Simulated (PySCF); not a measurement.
(BeSe)5 ring, Be5Se5.
Bonds: Be1–Se2, Be1–Se10, Se2–Be3, Be3–Se4, Se4–Be5, Be5–Se6, Se6–Be7, Be7–Se8, Se8–Be9, Be9–Se10.

A GFN2-xTB structure was refined with PBE0-D3(BJ)/def2-SVP geometry optimisation, gas phase (PySCF 2.14.0). Its GFN2-xTB values:

```json
{"coordinate": "Be1–Se2", "GFN2-xTB": "1.962 Å"}
{"coordinate": "Se2–Be3", "GFN2-xTB": "1.936 Å"}
{"coordinate": "Be1–Se2–Be3", "GFN2-xTB": "117.1°"}
{"coordinate": "Be1–Se10–Be9", "GFN2-xTB": "117.8°"}
{"coordinate": "Se2–Be1–Se10", "GFN2-xTB": "172.7°"}
{"coordinate": "Se2–Be3–Se4", "GFN2-xTB": "170.3°"}
{"coordinate": "Be3–Se4–Be5", "GFN2-xTB": "115.1°"}
{"coordinate": "Se4–Be5–Se6", "GFN2-xTB": "170.4°"}
{"coordinate": "Be5–Se6–Be7", "GFN2-xTB": "121.4°"}
```

Problem. How do these coordinates change at the PBE0-D3(BJ)/def2-SVP level?

Solution. 
```tsv
coordinate	PBE0-D3(BJ)/def2-SVP (Å or °)	change
Se2–Be3	2.024	+0.088
Be1–Se2	2.022	+0.060
Be5–Se6–Be7	81.2	-40.2
Be1–Se10–Be9	84.7	-33.1
Be3–Se4–Be5	87.5	-27.6
Be1–Se2–Be3	93.0	-24.1
Se4–Be5–Se6	176.0	+5.6
Se2–Be3–Se4	172.3	+2.0
Se2–Be1–Se10	174.5	+1.8
```

The energy falls by 1.862 eV over 17 energy and gradient evaluations, the largest force component goes from 0.0380 to 2.0e-04 Eh/bohr, and the atoms move by 1.070 Å rms after alignment. The bond that changes most is Se2–Be3 (ends: selenium bonded to 2 Be; beryllium bonded to 2 Se), which lengthens by 0.088 Å. Bonds longer at the end by more than 0.005 Å: 9 of 10; shorter: 1. Rotational constants go from 208.8, 205.7, 103.6 to 228.7, 219.5, 146.7 MHz.

The run used 205 basis functions and 114 SCF cycles in all.

Stationary, but not proved a minimum.
